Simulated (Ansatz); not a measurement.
Two members of one family ((CdO)n), computed with Ansatz in the gas phase; def2 core potentials for Cd, no spin–orbit coupling. The two geometries come from different levels. Binding counts from free atoms in the multiplicity of their measured ground term, without zero-point energy. The structures are stationary points that may keep the symmetry of their start.

First: (CdO)6 prism (singlet, charge 0, PBE0-D4/def2-SVP geometry).

Cartesian coordinates in Å:
```
Cd -1.883 -0.498 1.145
O -2.361 0.442 -0.672
Cd -0.914 -0.189 -2.056
O 0.812 -1.376 -1.911
Cd 0.883 -2.082 0.065
O -0.301 -1.731 1.765
Cd 0.913 0.189 2.056
O -0.812 1.376 1.911
Cd -0.883 2.082 -0.065
O 0.301 1.731 -1.765
Cd 1.883 0.498 -1.145
O 2.361 -0.442 0.672
```

```json
{"level": "PBE-D4/def2-SVP", "HOMO (eV)": "-5.35", "LUMO (eV)": "-4.06", "gap (eV)": "1.29", "binding per atom (eV)": "2.33"}
{"level": "PBE-D4/def2-TZVP", "HOMO (eV)": "-5.45", "LUMO (eV)": "-4.13", "gap (eV)": "1.32", "binding per atom (eV)": "2.23"}
{"level": "r2SCAN-D4/def2-TZVP", "HOMO (eV)": "-5.61", "LUMO (eV)": "-3.91", "gap (eV)": "1.70", "binding per atom (eV)": "2.20"}
{"level": "PBE0-D4/def2-SVP", "HOMO (eV)": "-6.58", "LUMO (eV)": "-3.19", "gap (eV)": "3.39", "binding per atom (eV)": "2.10"}
{"level": "PBE0-D4/def2-TZVP", "HOMO (eV)": "-6.66", "LUMO (eV)": "-3.26", "gap (eV)": "3.40", "binding per atom (eV)": "2.02"}
```

Second: (CdO)6 ring (singlet, charge 0, r2SCAN-D4/def2-SVP geometry).

Cartesian coordinates in Å:
```
Cd 0.8023 -2.3191 2.2567
O 1.8241 -1.0250 3.3231
Cd 1.8723 0.8149 2.6355
O 1.9936 2.6865 2.0527
Cd 1.0818 3.1304 0.3715
O 0.2131 3.6985 -1.2961
Cd -0.7930 2.3161 -2.2630
O -1.8300 1.0262 -3.3195
Cd -1.8839 -0.8112 -2.6282
O -2.0143 -2.6804 -2.0403
Cd -1.0791 -3.1308 -0.3726
O -0.1868 -3.7060 1.2802
```

Task: Estimate the same table for the second.

Result: 
```
              level  HOMO (eV)  LUMO (eV)  gap (eV)  binding per atom (eV)
    PBE-D4/def2-SVP      -5.65      -3.42      2.23                   2.33
   PBE-D4/def2-TZVP      -5.82      -3.52      2.30                   2.27
r2SCAN-D4/def2-TZVP      -6.07      -3.39      2.69                   2.21
   PBE0-D4/def2-SVP      -7.10      -2.66      4.45                   2.07
  PBE0-D4/def2-TZVP      -7.26      -2.75      4.51                   2.04
```
